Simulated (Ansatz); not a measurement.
Ansatz (a first-principles code) input (BLYP/6-31G*):

Ansatz 0.2 input:
```yaml
crystal:
  periodic: [false, false, false]
  atoms:
    - {symbol: N, position_ang: [1.02382400, -1.28759200, 0.77656700]}
    - {symbol: B, position_ang: [0.01418100, -0.53367000, 0.31036600]}
    - {symbol: N, position_ang: [-1.42828000, -0.76422500, 0.41480200]}
    - {symbol: Cl, position_ang: [0.26503500, 1.13851400, -0.70575300]}
    - {symbol: H, position_ang: [1.95035500, -0.96102000, 0.53217300]}
    - {symbol: H, position_ang: [-1.67519700, -1.41322000, 1.14831200]}
    - {symbol: H, position_ang: [-2.02046900, 0.05056900, 0.42589700]}
basis:
  gaussian:
    orbitals: 6-31G*
hamiltonian:
  xc: {name: BLYP}
total_charge: -1
output: {forces: true}
```

Output:

```
Functional definition: BLYP
integrals: 0.02 GiB planned
860 factors; their error is unknown
mean field: 0.15 GiB planned
mean field evaluation 1: about -16220.3236 eV, gradient 6.4e1 eV
mean field evaluation 2: about -16165.3888 eV, gradient 1.5e2 eV
mean field evaluation 4: about -16228.1796 eV, gradient 1.4e1 eV
mean field evaluation 8: about -16228.5777 eV, gradient 1.7e-1 eV
mean field evaluation 16: about -16228.5375 eV, gradient 1.6e-4 eV
mean field -16228.53745864 eV, -596.3877515073 hartree, gradient 8.7e-6 eV, S^2 0.000000; 0 other end points of the search recorded, 0 dependent functions left out
the calculation of the forces begins
reference -16228.53772573 eV, -596.3877613226 hartree; 20, 20 occupied and 50, 50 virtual orbitals, 860 factors
Total energy: -16228.53772573 eV, -596.3877613226 hartree
Atom 0 at     1.023824    -1.287592     0.776567 Å, force    -0.162603    -0.719357     0.493614 eV/Å
Atom 1 at     0.014181    -0.533670     0.310366 Å, force     0.126230     0.054637     0.069071 eV/Å
Atom 2 at    -1.428280    -0.764225     0.414802 Å, force    -0.043682    -0.264633    -0.593554 eV/Å
Atom 3 at     0.265035     1.138514    -0.705753 Å, force     0.015038     0.512193    -0.319296 eV/Å
Atom 4 at     1.950355    -0.961020     0.532173 Å, force     0.527487     0.255177    -0.212409 eV/Å
Atom 5 at    -1.675197    -1.413220     1.148312 Å, force    -0.124414    -0.301489     0.461930 eV/Å
Atom 6 at    -2.020469     0.050569     0.425897 Å, force    -0.338056     0.463471     0.100645 eV/Å
Dipole moment:    -0.446715     0.353934     0.023412 e Å
```

The dipole moment of an ion depends on the origin.

The geometry given is a B3LYP-D3(BJ)/def2-TZVP minimum.
